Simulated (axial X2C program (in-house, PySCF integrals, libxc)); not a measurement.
# Potential curves of CaTe, 2c

Calculated with an in-house all-electron X2C program for linear molecules (integrals from PySCF). Two-component (2c) means X2C with spin–orbit coupling and atomic mean-field two-electron Coulomb and Gaunt terms. Basis: Te dyall-cv3z [11s12p8d4f1g], Ca dyall-cv3z [11s12p6d4f] (cores contracted in-house); Gaussian nuclei, density fitting, unrestricted open shells. Masses: Te 129.906 u, Ca 39.963 u.

State: Ω = 0 (closed shell). Energies in eV from the fragments at the same level (Te + Ca). Fits are polynomials in 1 − R0/R over 0.85 to 1.23 times the lowest point R0.

```csv
R (Å),CCSD(T)
2.4197,-1.2342
2.4995,-1.5598
2.5792,-1.7666
2.6590,-1.8812
2.7521,-1.9264
2.8451,-1.9028
2.9648,-1.8062
```

Correlated methods: 8 electrons correlated (number of frozen shells: Te 4 s, 3 p, 2 d; Ca 3 s, 2 p), 300 virtual spin orbitals or spinors in MP2, 90 natural virtuals in coupled cluster.

Occupations by symmetry block were frozen at the best pattern of an incomplete PBE0 search. Closed shells are restricted here (equal orbitals for both partners); the stretched side of such a curve lies too high. De is counted from the lowest determinant-based energies of the atoms at the same level, without counterpoise correction. CCSD and (T) use frozen natural virtuals with an MP2 correction for the truncation; (T) itself is uncorrected, so its De runs slightly low. The outer-core s and p shells of the metal are frozen in the correlated rows, which leaves out core–valence correlation; for alkali and alkaline-earth bonds that tends to lengthen them. With the outer-core shells frozen, correlated bond lengths of heavy atoms tend to come out a few hundredths of an ångström too long. Coupled cluster ran on the points near the minimum only. MP2 and coupled cluster on one determinant become unreliable at the stretched end.

(1) Fit the CCSD(T) curve near its minimum: give the equilibrium distance, the harmonic wavenumber and the well depth.

## Answers

(1) At CCSD(T), 2c: Re = 2.761 Å, ωe ≈ 260 cm⁻¹, De = 1.93 eV to Te + Ca; Be follows as 0.0723 cm⁻¹.
